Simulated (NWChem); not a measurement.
Molecule: MgH₂; SMILES [MgH2]

Results from NWChem. Pople sets run with spherical d functions. Each level has its own optimisation; frequencies are unscaled.

For level PBE0/def2-TZVP:

```yaml
lowest (cm⁻¹): 454
```

### Question
How do the values read with level Hartree-Fock/6-31G* instead?

### Answer
The lowest (cm⁻¹) comes out as 476.
